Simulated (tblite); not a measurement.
Compound: C7H8NS (doublet state).
Atom-mapped SMILES: `[CH3:1][NH:2][c:3]1[cH:4][cH:5][c:6]([S:7])[cH:8][cH:9]1` (hydrogens: H10, H11, H12 on C1; H13 on N2; H14 on C4; H15 on C5; H16 on C8; H17 on C9)
Bond orders are those of one Lewis drawing.

Computed with GFN2-xTB (tblite), gas phase: L-BFGS steps from a force-field or distance-geometry start until the largest atomic force falls under 0.01 eV/Å.

Step 2: E = -685.6531 eV
```
atom  x, y, z in Å  |  force x, y, z in eV/Å
C1      2.6338   -0.3298   -0.6173   -0.054   0.042   0.053
N2      1.6797    0.5071    0.0715   -0.255  -0.143  -0.016
C3      0.3350    0.2646    0.1262   -0.222  -0.036  -0.062
C4     -0.5128    1.1472    0.8317    0.036  -0.041   0.064
C5     -1.8694    0.9493    0.9147   -0.158  -0.174  -0.169
C6     -2.4933   -0.1481    0.2744    0.475   0.049  -0.009
S7     -4.1927   -0.3975    0.3596    0.431   0.061  -0.021
C8     -1.6467   -1.0306   -0.4367   -0.146   0.190   0.167
C9     -0.2846   -0.8345   -0.5099   -0.023   0.069   0.037
H10     3.6386    0.0740   -0.4962   -0.119   0.050   0.040
H11     2.4102   -0.3705   -1.6885   -0.012  -0.039   0.054
H12     2.6296   -1.3496   -0.2150   -0.051   0.067  -0.047
H13     2.0277    1.3111    0.5737   -0.094  -0.133  -0.077
H14    -0.0710    1.9979    1.3357   -0.010  -0.017  -0.029
H15    -2.4940    1.6426    1.4636    0.101  -0.046  -0.032
H16    -2.1061   -1.8795   -0.9251    0.103   0.038  -0.008
H17     0.3090   -1.5418   -1.0723   -0.002   0.061   0.055
```

Step 3: E = -685.6670 eV
```
atom  x, y, z in Å  |  force x, y, z in eV/Å
C1      2.6310   -0.3278   -0.6155   -0.064  -0.015   0.005
N2      1.6719    0.5030    0.0713   -0.112  -0.073  -0.007
C3      0.3285    0.2653    0.1249   -0.116  -0.043  -0.029
C4     -0.5143    1.1460    0.8347   -0.013  -0.041   0.007
C5     -1.8711    0.9466    0.9103    0.073   0.076   0.014
C6     -2.4885   -0.1474    0.2752    0.464   0.047  -0.034
S7     -4.1730   -0.3948    0.3586   -0.024  -0.005   0.004
C8     -1.6488   -1.0265   -0.4331    0.084  -0.066  -0.039
C9     -0.2869   -0.8333   -0.5090   -0.039  -0.001  -0.015
H10     3.6360    0.0756   -0.4951   -0.130   0.070   0.057
H11     2.4101   -0.3718   -1.6864   -0.020  -0.023   0.019
H12     2.6281   -1.3475   -0.2166   -0.043   0.023  -0.017
H13     2.0245    1.3057    0.5705   -0.110  -0.085  -0.044
H14    -0.0714    1.9967    1.3342   -0.004   0.016   0.005
H15    -2.4898    1.6397    1.4616    0.022  -0.005  -0.002
H16    -2.1024   -1.8771   -0.9247    0.066   0.047   0.011
H17     0.3092   -1.5402   -1.0708   -0.032   0.077   0.066
```

Q: Estimate the geometry and energy of step 4. (The exact step hangs on the optimiser's Hessian estimate; all steps are aligned on step 3, rigid shifts and turns removed.)

A: E = -685.6725 eV, largest force 0.209 eV/Å
```
atom  x, y, z in Å  |  force x, y, z in eV/Å
C1      2.6287   -0.3272   -0.6148   -0.066  -0.026  -0.010
N2      1.6672    0.5002    0.0712   -0.066  -0.056  -0.012
C3      0.3239    0.2649    0.1240   -0.014  -0.032  -0.011
C4     -0.5146    1.1450    0.8360    0.002   0.019   0.010
C5     -1.8706    0.9474    0.9092    0.156   0.110   0.050
C6     -2.4800   -0.1465    0.2751    0.207   0.021  -0.023
S7     -4.1656   -0.3938    0.3582   -0.062  -0.010   0.007
C8     -1.6483   -1.0266   -0.4328    0.171  -0.089  -0.073
C9     -0.2880   -0.8330   -0.5091   -0.025  -0.026  -0.033
H10     3.6328    0.0774   -0.4937   -0.126   0.076   0.062
H11     2.4097   -0.3727   -1.6852   -0.027  -0.016  -0.009
H12     2.6268   -1.3464   -0.2175   -0.037  -0.013   0.002
H13     2.0213    1.3022    0.5685   -0.108  -0.043  -0.017
H14    -0.0717    1.9963    1.3337    0.010   0.021   0.013
H15    -2.4877    1.6383    1.4606   -0.031   0.035   0.027
H16    -2.0998   -1.8752   -0.9242    0.015  -0.012  -0.016
H17     0.3087   -1.5382   -1.0691    0.001   0.042   0.034
```

The energy changes by -0.0055 eV. The first-order estimate −F·Δx gives -0.0076 eV and the mean of the old and new forces, exact on a quadratic surface, -0.0055 eV. The step makes an angle of 39° with the force vector and moves no atom by more than 0.009 Å.

The cost below is that of the whole relaxation. Hardware: an Arm Neoverse V1 with one thread, no GPU, shared host. Cost: 0.16 s wall.
